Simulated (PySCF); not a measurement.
Molecule: `C#[C][AlH-]1[Cl+][AlH2-][Cl+]1`, C$_{2}$H$_{4}$Al$_{2}$Cl$_{2}$.

Geometry (Å), atoms numbered from 1 in this order:
```xyz
10

C     3.116   -0.353    0.027
C     2.042    0.197   -0.080
Al    0.337    1.103   -0.261
Cl   -0.847    0.049   -1.798
Al   -2.176   -0.741   -0.253
Cl   -1.042    0.326    1.280
H     4.053   -0.831    0.120
H     0.011    2.596   -0.412
H    -1.919   -2.252   -0.095
H    -3.564   -0.088   -0.405
```

Frames of a GFN2-xTB Langevin trajectory at 300 K; GIAO PBE0/pcSseg-1 shieldings in PySCF, gas phase, non-relativistic; equivalent atoms averaged within each frame.

Scale: TMS for 13C (σref 186.93), 1H (σref 31.72); 27Al (σref 489.97) against AlH4-; 35Cl (σref 949.78) against HCl (reference shieldings calculated alike). The references are static minima.

How do the shifts (ppm) fluctuate along the trajectory?

Answers


```tsv
time (fs)	C1	C2	Al5	Al3	Cl4/Cl6	H8	H9	H10	H7
optimised geometry	106.1	95.6	78.1	46.1	23	4.46	4.62	4.58	1.92
250	110.4	100.9	90.7	48.1	32	5.18	4.49	4.23	2.18
425	111.5	99.4	80.9	41.7	25	4.95	4.18	4.63	2.27
625	110.6	98.7	71.3	48.1	25	4.07	5.15	5.14	2.00
800	105.6	95.7	79.1	41.6	36	5.03	4.82	4.75	3.18
1000	109.4	94.1	80.2	41.5	51	5.33	5.09	4.40	2.11
mean of frames	109.5	97.8	80.4	44.2	34	4.91	4.75	4.63	2.35
standard deviation	2.3	2.8	6.9	3.5	11	0.49	0.41	0.35	0.48
```

5 frames give an uncertainty of the mean of about the standard deviation over 2.2 at best, since frames this close in time may not be independent; classical motion lacks zero-point vibration, and the reference would need the same averaging.
